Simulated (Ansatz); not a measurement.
Geometry optimisation, RKS r2SCANh/STO-3G (Ansatz 0.2.0).

The input (input.yaml):

```yaml
crystal:
  periodic: [false, false, false]
  atoms:
    - { symbol: C, position_ang: [-0.1134, -2.2002, 0.3584] }
    - { symbol: Si, position_ang: [1.0009, -0.9862, -0.5233] }
    - { symbol: C, position_ang: [0.5913, 0.7815, -0.0454] }
    - { symbol: O, position_ang: [0.57893, 0.83928, 1.43013] }
    - { symbol: B, position_ang: [1.63116, 1.76215, -0.67724] }
    - { symbol: "N", position_ang: [1.15954, 2.83679, -1.67373] }
    - { symbol: H, position_ang: [-1.1782, -1.9358, 0.0419] }
    - { symbol: H, position_ang: [0.1324, -3.1825, 0.0675] }
    - { symbol: H, position_ang: [-0.0622, -2.0077, 1.4862] }
    - { symbol: H, position_ang: [2.3873, -1.3032, -0.1083] }
    - { symbol: H, position_ang: [0.8541, -1.1356, -1.9572] }
    - { symbol: H, position_ang: [-0.48354, 0.98283, -0.39394] }
    - { symbol: H, position_ang: [0.09803, 1.71011, 1.59932] }
    - { symbol: H, position_ang: [2.75418, 1.72218, -0.41649] }
    - { symbol: H, position_ang: [0.43291, 3.39638, -1.21998] }
    - { symbol: H, position_ang: [0.66536, 2.34776, -2.4504] }
basis:
  gaussian: { orbitals: STO-3G }
hamiltonian:
  xc: r2scanh
relax:
  f_tol: 0.015
  max_steps: 40
```

Launched with:

```bash
$ ansatz run input.yaml --threads 1 --pin off --max-ram 2048MiB --backend cpu --events-out ev --progress --plain --runs-dir out
```

Problem. Where does it end, and by what steps?

Solution. The run converged. Limits of this set-up: minimal basis. After 20 steps the energy has fallen by 2.238 eV; H15 moved furthest, 1.59 Å.

```csv
step,energy less start (eV),largest force component (eV/Å),accepted
0,0.0000,3.524,yes
1,-0.4292,0.695,yes
2,-0.4769,0.592,yes
3,-0.5251,0.671,yes
4,-0.6485,1.689,yes
5,-0.8719,2.102,yes
6,-1.2255,1.997,yes
7,-1.6005,1.704,yes
8,-1.9143,1.041,yes
9,-1.9954,2.811,yes
10,-2.1290,1.119,yes
11,-2.2077,0.532,yes
12,-2.2267,0.297,yes
13,-2.2334,0.074,yes
14,-2.2349,0.037,yes
15,-2.2358,0.022,yes
16,-2.2365,0.027,yes
17,-2.2371,0.040,yes
18,-2.2373,0.051,yes
19,-2.2375,0.017,yes
20,-2.2376,0.006,yes
```

```xyz
16
Properties=species:S:1:pos:R:3
C -0.071 -2.232 0.269
Si 0.915 -0.878 -0.562
C 0.426 0.821 0.140
O 0.516 0.693 1.614
B 1.354 1.931 -0.494
N 1.071 2.472 -1.736
H -1.142 -2.118 0.079
H 0.229 -3.220 -0.089
H 0.077 -2.207 1.352
H 2.326 -1.112 -0.368
H 0.647 -0.879 -1.982
H -0.634 0.989 -0.160
H 0.510 1.671 1.907
H 2.310 2.312 0.065
H 1.660 3.182 -2.205
H 0.255 2.202 -2.314
```

The run took 2 min on 1 thread of Arm Neoverse V2, with other jobs on the host, peak memory 0.21 GiB.
